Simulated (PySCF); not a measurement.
## Excitation energy of Cd⁺ by level of theory

Cd⁺ [Kr] 4d10 5s1 (2S) → Cd⁺ [Kr] 4d9 5s1 5p1 (high-spin determinant), as a difference of total energies. Calculation: PySCF 2.14, in ANO-RCC-VTZP (7s6p4d2f1g, 68 functions); scalar relativity by spin-free X2C-1e. Correlated levels: valence and next inner shell: [Ar] 3d10 frozen. The calculations carry no spin-orbit coupling.

```json
{"method": "UHF", "excitation energy (eV)": "12.341"}
{"method": "MP2 (valence and next inner shell)", "excitation energy (eV)": "13.776"}
{"method": "SCS-MP2 (valence and next inner shell)", "excitation energy (eV)": "13.671"}
{"method": "CCSD (valence and next inner shell)", "excitation energy (eV)": "13.391"}
{"method": "CCSD(T) (valence and next inner shell)", "excitation energy (eV)": "13.455"}
```

Q: How much does correlation contribute at CCSD(T) (valence and next inner shell)?

A: 13.455 − (12.341) = 1.114 eV, measured against UHF.

A first-order spin-orbit estimate (lowest level to lowest level, LS coupling) adds -0.170 eV.

The basis was made for the ground configuration and has no added diffuse functions, so the excitation energy can come out too high.

The determinant of the upper state mixes LS terms, which raises its energy above the lowest term, most at the Hartree-Fock and MP2 levels.
